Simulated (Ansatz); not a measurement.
Sn(Cl)(OH)(NH2)2 (ClH5N2OSn), SMILES [NH2][Sn]([NH2])([OH])[Cl].

The structure is a stationary point at PBE-D3(BJ)/def2-SVP. The def2 effective core potentials stand for the cores of Sn; spin–orbit coupling is left out. Other conformers were not sampled.

Two levels are set side by side: PBE/def2-SVPD (Ansatz, a quantum-chemistry and plane-wave program) and CAM-B3LYP/def2-SVPD (Ansatz). Energy differences of separate SCF runs at the same geometry; the states with an electron removed or added have multiplicity 2 and 2. Differences are taken from unrounded values.

| quantity | CAM-B3LYP |
|---|---|
| vertical ionisation energy (eV) | 10.44 |
| vertical electron affinity (eV) | 0.30 |
| vertical singlet–triplet gap (eV) | 4.85 |

What does PBE give, and how far is it from CAM-B3LYP? (The exact figures need the calculation; the answer reports its results.)


```json
[
 {"quantity": "vertical ionisation energy (eV)", "PBE": "9.57", "PBE minus CAM-B3LYP": "-0.87"},
 {"quantity": "vertical electron affinity (eV)", "PBE": "0.45", "PBE minus CAM-B3LYP": "0.14"},
 {"quantity": "vertical singlet–triplet gap (eV)", "PBE": "4.02", "PBE minus CAM-B3LYP": "-0.83"}
]
```
